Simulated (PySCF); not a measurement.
# What a mistake does to a calculation on B2ClH2O cation

Calculated results; nothing here was measured. They come from PySCF 2.14.0, an open-source quantum chemistry program, on an isolated molecule that a program drew, which may never have been made. The molecule is B2ClH2O cation (charge +1, singlet), drawn as the SMILES string `[BH+]OBCl`.

Each row is a Hartree-Fock (HF) and frozen-core CCSD(T) single point in the cc-pV(D+d)Z basis, meant for a local HF minimum. Run 1 is clean. Each other run has one planted mistake out of seven kinds, and not every kind appears here: one electron removed, one electron added, multiplicity raised by two, geometry at a saddle point, minimal basis STO-3G, one bond length entered in bohr, all coordinates scaled. The reference is restricted for singlets and unrestricted otherwise, and also for a bond in bohr. Adding or removing an electron swaps singlet and doublet. Electrons count all cores. HOMO and LUMO are orbital energies over both spins, the gradient is its largest component, and the lowest frequency (negative if imaginary) is given only where the gradient is small. Bond lengths are over the 5 bonds as drawn. T1 is the CCSD diagnostic: over 0.02 (restricted) or 0.045 (unrestricted) a single reference is doubtful.

Geometry of the clean run:
```xyz
6
B2ClH2O cation, angstrom
B    -0.5203    1.3306   -1.2796
O    -1.2273    0.4696   -0.7907
B    -2.0844   -0.5629   -0.1975
Cl   -3.5462   -0.0295    0.4778
H     0.1611    2.1565   -1.7502
H    -1.6525   -1.6564   -0.2599
```

```
run,electrons,basis functions,<S^2>,HOMO (eV),LUMO (eV),gradient (hartree/bohr),lowest frequency (cm^-1),mean bond (Å),longest bond (Å),T1,HF (hartree),CCSD(T) (hartree),mistake
1,36,75,0.000,-17.75,-3.94,2.4e-05,99,1.3454,1.696,0.0179,-584.73623,-585.23828,no fault
2,36,26,0.000,-16.99,-1.99,3.7e-02,-,1.3454,1.696,0.0242,-578.22909,-578.40239,minimal basis STO-3G
3,36,75,0.000,-17.40,-4.17,6.0e-02,-,1.4584,1.839,0.0219,-584.69639,-585.21033,all coordinates scaled
4,36,75,2.023,-11.71,-8.24,8.7e-02,-,1.3454,1.696,0.0346,-584.53311,-585.03062,multiplicity raised by two
5,37,75,0.777,-5.31,2.57,1.0e-01,-,1.3454,1.696,0.0324,-584.90467,-585.43059,?
6,35,75,0.759,-26.75,-14.74,8.9e-02,-,1.3454,1.696,0.0210,-584.14143,-584.60893,?
```

**Which mistake was planted in run 5, and what did it cost?**

It counts 37 electrons, one more than the clean run, at the same geometry and basis. So the mistake is: one electron added. Subtracting run 1 and multiplying by 627.51 kcal/mol a hartree, the energy moved by -105.7 kcal/mol in HF and -120.7 kcal/mol in CCSD(T).

**Which mistake was planted in run 6, and what did it cost?**

It counts 35 electrons, one fewer than the clean run, at the same geometry and basis. So the mistake is: one electron removed. Subtracting run 1 and multiplying by 627.51 kcal/mol a hartree, the energy moved by 373.2 kcal/mol in HF and 394.9 kcal/mol in CCSD(T).

Cautions from the logs. Run 2: T1 is over the limit, so its CCSD(T) energy is less reliable; run 3: T1 is over the limit, so its CCSD(T) energy is less reliable.
